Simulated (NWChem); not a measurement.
System: GeNH2ClF2; SMILES [NH2][Ge]([F])([F])[Cl]

```xyz
7

N      1.6056    -0.9734     0.3725
Ge    -0.0011    -0.2936    -0.0025
F     -0.5215    -0.8849    -1.5271
F     -1.2702    -0.7785     1.0593
Cl     0.0542     1.8226    -0.0068
H      2.1128    -0.5264     1.1298
H      1.6648    -1.9856     0.4340
```
Atoms are numbered in this order, from 1.

Geometry: optimised at PBE0/def2-SVP.

Q: Give the principal values of the shielding tensors (ppm) of N1, Ge2, F3, F4, Cl5 from LDA (Slater exchange, VWN5)/pcSseg-1, GIAO (NWChem), with their diamagnetic and paramagnetic parts as GIAO splits them.

A: 
```csv
atom,σ11,σ22,σ33,isotropic,diamagnetic,paramagnetic
N1,190.7,202.0,275.5,222.7,320.6,-97.9
Ge2,1126.6,1137.7,1278.0,1180.8,2759.8,-1579.0
F3,209.8,250.6,371.6,277.3,476.4,-199.0
F4,175.3,207.6,355.9,246.3,476.8,-230.5
Cl5,714.5,730.7,1050.1,831.8,1147.8,-316.0
```
